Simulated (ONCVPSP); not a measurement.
## technetium: excitation energies, all-electron against ONCV

| Item | Value |
| --- | --- |
| Element | Tc |
| Generator | ONCVPSP 4.0.1 |
| Type | optimised norm-conserving Vanderbilt (ONCV) |
| Functional | PBEsol |
| Relativity | scalar-relativistic |
| Frozen core | [Ar] 3d10 |
| Valence charge | 15 |
| Reference configuration | 4s2 4p6 4d5 5s2 |
| Partial waves | 4s+5s: rc 1.75 bohr, ncon 3, nbas 8, qcut 6.9 1/bohr, 2 projectors; 4p: rc 1.20 bohr, ncon 4, nbas 8, qcut 6.6 1/bohr, 1 projector; 4d: rc 2.20 bohr, ncon 4, nbas 9, qcut 8 1/bohr, 1 projector |
| Local potential | polynomial inside 0.95 bohr (lpopt 3, dvloc0 0 Ha) |
| Core correction | Teter function, fcfact 3.5, rcfact 1.25 |

Energies are relative to the spin-unpolarised reference configuration 4s2 4p6 4d5 5s2; without spin polarisation the order of configurations can differ from experiment.

| valence configuration | charge | ΔE all-electron (eV) | error AE − PS (meV) |
| --- | --- | --- | --- |
| 4s2 4p6 4d5 5s1 | +1 | 8.196 | -1.8 |
| 4s2 4p6 4d4 5s0 | +3 | 51.728 | -6.6 |
| 4s1 4p6 4d5 5s2 | +1 | 79.886 | -291 |

Task: What are ΔE and the potential's error for 4s2 4p6 4d5 5s0?

Result: ΔE = 23.037 eV all-electron; the error (AE − PS) is -7.9 meV.

Levels in the configuration 4s1 4p6 4d5 5s2:

```
level  all-electron (eV)  pseudo (eV)
   4s            -86.901      -87.451
   4p            -58.437      -58.603
   4d            -18.179      -18.142
   5s            -12.910      -12.943
```

Note: no bound ghost flagged; GHOST(+) flagged for s at 125.3 eV.
